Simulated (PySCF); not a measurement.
**TDDFT excited states: AlCl2H3Si**

AlCl2(SiH3).
SMILES: `[SiH3][Al]([Cl])[Cl]`

Method used: TDDFT wB97X-D/def2-SVPD, vertical, gas phase, core orbitals frozen in the response (PySCF). Isolated species at its PBE0-D3(BJ)/def2-SVP geometry, gas phase.

```csv
state,E (eV),λ (nm),ν̃ (cm⁻¹),f,"main configurations (H = HOMO, L = LUMO)"
S1,5.48,226.2,44210,0.027,H→L (98%)
S2,6.40,193.8,51600,0.0000,H-1→L (97%)
S3,6.78,182.7,54720,0.351,H→L+1 (89%)
S4,6.90,179.7,55660,0.0054,"H-2→L (77%), H→L+2 (18%)"
S5,7.12,174.1,57430,0.062,"H→L+2 (59%), H-1→L+1 (19%), H-2→L (12%)"
S6,7.23,171.4,58340,0.0066,H-4→L (93%)
S7,7.39,167.7,59620,0.149,H-3→L (86%)
S8,7.51,165.0,60610,0.015,"H-5→L (63%), H-1→L+1 (27%)"
S9,7.57,163.8,61060,0.116,"H-1→L+1 (42%), H-5→L (28%), H→L+2 (15%)"
S10,7.62,162.7,61450,0.0012,H-2→L+1 (87%)
S11,7.82,158.6,63030,0.020,"H-6→L (74%), H→L+3 (16%)"
S12,8.07,153.6,65120,0.0033,H-7→L (94%)
S13,8.10,153.1,65330,0.059,"H-3→L+1 (63%), H-4→L+1 (12%)"
S14,8.11,152.9,65410,0.044,"H-4→L+1 (47%), H-3→L+1 (15%), H-1→L+2 (11%)"
S15,8.19,151.3,66080,0.047,"H→L+3 (49%), H-6→L (16%), H-1→L+2 (13%)"
```

Triplets (Tamm–Dancoff): T1 4.63 eV, H→L (95%); T2 5.93 eV, H→L+1 (83%), H→L+3 (11%); T3 6.16 eV, H→L+2 (91%); T4 6.31 eV, H-1→L (96%).

The lowest singlet comes at 226 nm (529 kJ/mol) in the ultraviolet; it is weak; its leading configuration is HOMO→LUMO (98%). The most intense listed level is S3 at 6.78 eV (183 nm, f = 0.351), 1.30 eV above S1. Löwdin shares by element: HOMO silicon 35%, chlorine 29%, aluminium 22%; LUMO aluminium 48%, chlorine 24%, silicon 22%. Weighted by f, the mean energy of these states is 7.24 eV. The listed states span 2.71 eV, and the widest gap between neighbours is 0.92 eV (S1 to S2). Orbital energies (eV): HOMO-3 -11.87, HOMO-2 -11.45, HOMO-1 -11.17, HOMO -10.23, LUMO -0.24, LUMO+1 0.57, LUMO+2 1.37. The vertical ionisation energy (ΔSCF) is 10.49 eV, 2.30 eV above S15. Only the lowest 15 singlets were computed, as vertical energies without vibronic structure.

Time: 36 s of wall time. Hardware: x86-64 server, one thread, no GPU, on a shared host.
